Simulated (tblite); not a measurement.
Compound: C₅H₃N₃S.
Atom-mapped SMILES: `[N:1]#[C:2]/[CH:3]=[CH:4]\[c:5]1[cH:6][n:7][s:8][n:9]1` (hydrogens: H10 on C3; H11 on C4; H12 on C6)

Computed geometry: GFN2-xTB, gas phase.

Entries marked ? are missing.

| coordinate | value |
| --- | --- |
| N1≡C2 | 1.148 Å |
| C2–C3 | ? |
| C3=C4 | ? |
| C4–C5 | 1.439 Å |
| C5–C6 | ? |
| C6–N7 | ? |
| N7–S8 | 1.627 Å |
| S8–N9 | 1.607 Å |
| C5–N9 | 1.330 Å |
| C3–H10 | 1.083 Å |
| C4–H11 | 1.082 Å |
| C6–H12 | 1.073 Å |
| N1–C2–C3 | 177.6° |
| C2–C3–C4 | ? |
| C3–C4–C5 | 127.1° |
| C4–C5–C6 | ? |
| C4–C5–N9 | 118.9° |
| C6–C5–N9 | ? |
| C5–C6–N7 | 113.1° |
| C6–N7–S8 | 109.1° |
| N7–S8–N9 | 96.8° |
| C5–N9–S8 | 109.8° |

Q: Fill in the missing values.

A: 
- C2–C3 = 1.403 Å, drawn single (nitrile carbon to alkene CH carbon); 0.02 Å below the sum of covalent radii, 1.42 Å.
- C3=C4 = 1.343 Å, drawn double (both ends alkene CH carbon); 0.12 Å below the sum of covalent radii, 1.46 Å.
- C5–C6 = 1.423 Å, aromatic (substituted aromatic carbon to aromatic CH next to a ring nitrogen); 0.04 Å below the sum of covalent radii, 1.46 Å.
- C6–N7 = 1.307 Å, aromatic (aromatic CH next to a ring nitrogen to pyridine-type nitrogen); 0.13 Å below the sum of covalent radii, 1.44 Å.
- C2–C3–C4 = 125.8°, at the alkene CH carbon; the outer atoms are 2.445 Å apart.
- C4–C5–C6 = 129.9°, at the substituted aromatic carbon; the outer atoms are 2.593 Å apart.
- C6–C5–N9 = 111.3°, at the substituted aromatic carbon, inside a 5-membered ring; the outer atoms are 2.273 Å apart.

Radii are Cordero's, carbon taken as 0.76, 0.73 or 0.69 Å for four, three, and two or fewer neighbours.

Its GFN2-xTB frequencies are all real (lowest 40 cm⁻¹). The numbers are those of one conformer (C3–C4–C5–C6 0°). 3 starts were optimised and ended at 0.00, 0.00 and 0.98 kcal/mol (GFN2-xTB); the lowest of these is shown.
